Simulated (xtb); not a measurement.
CH3O2 (SMILES O=C[OH2+]), charge +1, singlet, from a rough starting geometry; GFN2-xTB in xtb.

The xtb input:
```
$ xtb mol.xyz --gfn 2 --chrg 1 --opt vtight --json

# file mol.xyz
6

O      1.07237305     1.16162622     0.13444875
C      0.78319325     0.07047648     0.08878656
O     -0.74667212    -0.34007058    -0.03419162
H      1.25424190    -0.96368173     0.15364885
H     -1.23439360     0.01705450     0.63825317
H     -1.06732413    -0.01085409    -0.91663861
```

Output, abridged:

```
   ID    Z sym.   atoms
    1    8 O      1, 3
    2    6 C      2
    3    1 H      4-6

           -------------------------------------------------
          |                Calculation Setup                |
           -------------------------------------------------

           -------------------------------------------------
          |                 G F N 2 - x T B                 |
           -------------------------------------------------

          ...................................................
          :                      SETUP                      :
          :.................................................:
          :  # basis functions                  15          :
          :  # atomic orbitals                  15          :
          :  # shells                            9          :
          :  # electrons                        18          :
          :  max. iterations                   250          :
          :  Hamiltonian                  GFN2-xTB          :
          :  restarted?                      false          :
          :  GBSA solvation                  false          :
          :  PC potential                    false          :
          :  electronic temp.          300.0000000     K    :
          :  accuracy                    1.0000000          :
          :  -> integral cutoff          0.2500000E+02      :
          :  -> integral neglect         0.1000000E-07      :
          :  -> SCF convergence          0.1000000E-05 Eh   :
          :  -> wf. convergence          0.1000000E-03 e    :
          :  Broyden damping             0.4000000          :
          :  net charge                          1          :
          :  unpaired electrons                  0          :
          ...................................................

 iter      E             dE          RMSdq      gap      omega  full diag
   1    -11.3725765 -0.113726E+02  0.605E+00    5.28       0.0  T
   2    -11.3752507 -0.267416E-02  0.362E+00    5.22       1.0  T
   3    -11.3753109 -0.602757E-04  0.512E-01    5.23       1.0  T
   4    -11.3758073 -0.496310E-03  0.184E-01    5.15       1.0  T
   5    -11.3758578 -0.505452E-04  0.681E-02    5.17       1.0  T
   6    -11.3758632 -0.539090E-05  0.142E-02    5.17       2.9  T
   7    -11.3758632 -0.496317E-07  0.287E-03    5.17      14.2  T
   8    -11.3758633 -0.220147E-07  0.804E-04    5.17      50.8  T
   9    -11.3758633 -0.114144E-08  0.227E-04    5.17     179.9  T

[...]
 * total energy  :   -11.2620932 Eh     change        0.2939118E-02 Eh
 * total energy  :   -11.2660674 Eh     change       -0.3974162E-02 Eh
 * total energy  :   -11.2662514 Eh     change       -0.1839873E-03 Eh
 * total energy  :   -11.2663914 Eh     change       -0.1399938E-03 Eh
 * total energy  :   -11.2664860 Eh     change       -0.9459004E-04 Eh
 * total energy  :   -11.2665452 Eh     change       -0.5925298E-04 Eh
 * total energy  :   -11.2665488 Eh     change       -0.3536949E-05 Eh
 * total energy  :   -11.2665554 Eh     change       -0.6662702E-05 Eh
 * total energy  :   -11.2665567 Eh     change       -0.1277827E-05 Eh
 * total energy  :   -11.2665572 Eh     change       -0.4791710E-06 Eh
 * total energy  :   -11.2665573 Eh     change       -0.1404326E-06 Eh
 * total energy  :   -11.2665573 Eh     change       -0.2248678E-07 Eh
   *** GEOMETRY OPTIMIZATION CONVERGED AFTER 34 ITERATIONS ***
         :: total energy             -11.266557333244 Eh    ::
[...]
                  HL-Gap            0.1952846 Eh            5.3140 eV
             Fermi-level           -0.6225761 Eh          -16.9412 eV

     #   Z          covCN         q      C6AA      α(0)
     1   8 O        0.856    -0.067    16.035     5.369
     2   6 C        2.599     0.313    21.700     7.618
     3   8 O        2.423    -0.268    18.415     5.796
     4   1 H        0.925     0.176     1.229     1.733
     5   1 H        0.802     0.424     0.444     1.047
     6   1 H        0.803     0.422     0.446     1.049

 Mol. C6AA /au·bohr⁶  :        235.127401
 Mol. C8AA /au·bohr⁸  :       4974.358202
 Mol. α(0) /au        :         22.610687

Wiberg/Mayer (AO) data.
largest (>0.10) Wiberg bond orders for each atom

 ---------------------------------------------------------------------------
     #   Z sym  total        # sym  WBO       # sym  WBO       # sym  WBO
 ---------------------------------------------------------------------------
     1   8 O    2.419 --     2 C    2.200     3 O    0.155
     2   6 C    3.847 --     1 O    2.200     4 H    0.908     3 O    0.735
     3   8 O    2.501 --     6 H    0.801     5 H    0.799     2 C    0.735
                             1 O    0.155
     4   1 H    0.969 --     2 C    0.908
     5   1 H    0.821 --     3 O    0.799
     6   1 H    0.822 --     3 O    0.801
 ---------------------------------------------------------------------------

Topologies differ in total number of bonds
Writing topology from bond orders to xtbtopo.mol

molecular dipole:
                 x           y           z       tot (Debye)
 q only:       -0.788      -0.368      -0.456
   full:       -1.014      -0.480      -0.648       3.293
molecular quadrupole (traceless):
                xx          xy          yy          xz          yz          zz
 q only:        4.066      -1.372      -1.825       0.297       1.635      -2.240
  q+dip:        3.826      -2.661      -1.693       0.060       2.065      -2.133
   full:        4.016      -2.556      -2.316       0.129       1.289      -1.700

optimized geometry written to: xtbopt.xyz

           -------------------------------------------------
          | TOTAL ENERGY              -11.266557333244 Eh   |
          | GRADIENT NORM               0.000072276054 Eh/α |
          | HOMO-LUMO GAP               5.313964719790 eV   |
           -------------------------------------------------

normal termination of xtb
```
